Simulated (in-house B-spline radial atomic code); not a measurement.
Configurations of As IV (As3+), with energies counted from [Ar] 3d10 4s2. Computed with a B-spline radial code for spherical atoms: scalar-relativistic (X2C) LC-wPBE, spin-polarised, spherical fractional occupations, Fermi nucleus of rms radius 4.0968 fm. Caution: exact exchange at fractional occupations of open shells leaves self-interaction of up to several eV. Shells without spins written out take the highest spin.

Occupations are held fixed; configurations that lie above the ionisation limit could autoionise.

```
                                      configuration  E - E(ref) (eV)  highest orbital  its <r> (bohr)
                                  [Ar] 3d10 4s1 4d1           28.844            4d up           2.865
                                  [Ar] 3d10 4s1 5f1           42.056            5f up           8.057
         [Ar] 3d(4 up, 5 down) 4s2 4p(0 up, 1 down)           53.003          4p down           1.932
         [Ar] 3d(5 up, 4 down) 4s2 5s(1 up, 0 down)           68.959            5s up           3.622
[Ne] 3s2 3p(2 up, 3 down) 3d10 4s2 4p(0 up, 1 down)            146.2          4p down           1.929
                          [Ne] 3s2 3p5 3d10 4s2 4f1            173.4            4f up           4.558
```

Question: Order these further configurations by energy, lowest first.
A. [Ar] 3d10 4s1 5s1
B. [Ar] 3d10 4s1 5d1
C. [Ar] 3d9 4s2 4f1
D. [Ar] 3d9 4s2 4d1
E. [Ne] 3s2 3p(3 up, 2 down) 3d10 4s2 4d(1 up, 0 down)

Answer: A (27.185 eV), B (38.049 eV), D (70.272 eV), C (80.143 eV), E (163.52 eV).

Question: How far above the reference does [Ar] 3d10 4s1 4f1 lie?

Answer: 37.92 eV; its least bound orbital is 4f up with <r> = 4.635 bohr.
